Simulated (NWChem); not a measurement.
# Si$_{2}$H$_{5}$O$_{2}$F; SMILES [Si@H](O)(F)[SiH2]O

```xyz
10

O      0.6137    -2.3323    -0.0947
Si    -0.6645    -1.2790     0.1404
Si     0.0567     0.8866    -0.3891
O     -1.0057     1.9726     0.2668
F      1.5276     1.0430     0.3121
H      1.4454    -2.0751     0.3159
H     -1.1675    -1.2879     1.5514
H     -1.7577    -1.7327    -0.7636
H      0.2904     1.1796    -1.8358
H     -0.9126     2.9002     0.0280
```
Atoms are numbered in this order, from 1.

Program: NWChem. Medium grid unless said otherwise, to which SCAN and Minnesota functionals are sensitive. All runs use the structure optimised with PBE0/def2-SVP.

For level B3LYP/def2-SVP:

```
Item                         Result
---------------------------  ------
highest occupied level (eV)   -7.55
orbital gap (eV)               7.08
```

Estimate the same quantities for level r2SCAN/def2-SVP.

The highest occupied level (eV) is -6.78 and the orbital gap (eV) is 5.90.
